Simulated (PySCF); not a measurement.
CH₈GeSSi, SMILES [GeH3][CH2][SiH2]S (GFN2-xTB optimised geometry):

```
12

S      2.410    -2.078    -0.047
Si     1.679    -0.050     0.000
C     -0.215    -0.050     0.000
Ge    -0.913     1.786     0.000
H      1.663    -2.545     0.941
H      2.203     0.579     1.212
H      2.240     0.527    -1.214
H     -0.593    -0.579    -0.876
H     -0.600    -0.576     0.875
H     -0.428     2.545    -1.191
H     -0.459     2.527     1.216
H     -2.410     1.810    -0.017
```

Computed with B3LYP/def2-TZVP run with PySCF.

Problem. What are the frontier orbital energies and the dipole moment?

Solution. HOMO-2 -9.13 eV, HOMO-1 -8.26 eV, HOMO -6.99 eV, LUMO -0.03 eV, LUMO+1 0.18 eV; dipole moment 1.49 D.

Meta-Löwdin charges at B3LYP/def2-TZVP: S1 -0.32, Si2 0.63, C3 -0.64, Ge4 0.38, H5 0.09, H6 -0.11, H7 -0.10, H8 0.14, H9 0.13, H10 -0.07, H11 -0.07, H12 -0.06.
